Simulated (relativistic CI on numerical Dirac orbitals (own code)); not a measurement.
**Ir⁷⁺: 4f photoemission**

Computed with this model: Dirac-Coulomb-Breit CI, KLI orbitals optimised for each configuration, QED by a radiative potential, valence Slater integrals scaled by 0.8, multiplet model of photoemission in the sudden approximation; configurations [Xe] 4f14 5d2 → [Xe] 4f13 5d2; 300 K; Lorentzian 0.35 eV and Gaussian 0.5 eV FWHM. Energies are those of the free ion, without screening or charge transfer. The energies are binding energies and can lie tens of eV above those of solids. S is read from ⟨S²⟩ = S(S + 1).

Field parameters in Wybourne normalisation: Td as Oh with Dq negative (B⁴₀ = 21Dq, B⁴₄ = √(5/14) B⁴₀). The field is a parameter set, without covalency.

free ion: ground-state S = 0.91, centroid 176.22 eV. Peaks (eV, height): 174.7 (100), 177.7 (58), 179.2 (17).

Td, 10Dq = -12250 cm⁻¹: ground-state S = 0.96, centroid 176.30 eV. Peaks (eV, height): 174.8 (100), 177.8 (60), 179.4 (13).

Strongest unbroadened transitions for Td, 10Dq = -12250 cm⁻¹:

```tsv
Energy (eV)	Relative strength
174.48	38.3
174.55	76.0
174.69	79.2
174.77	100.0
174.84	28.4
174.94	38.3
174.98	79.0
175.13	14.3
175.25	16.1
177.55	16.7
177.60	51.6
177.63	21.9
177.71	13.4
177.76	20.1
177.80	18.9
177.85	27.8
177.91	26.9
177.96	17.2
```
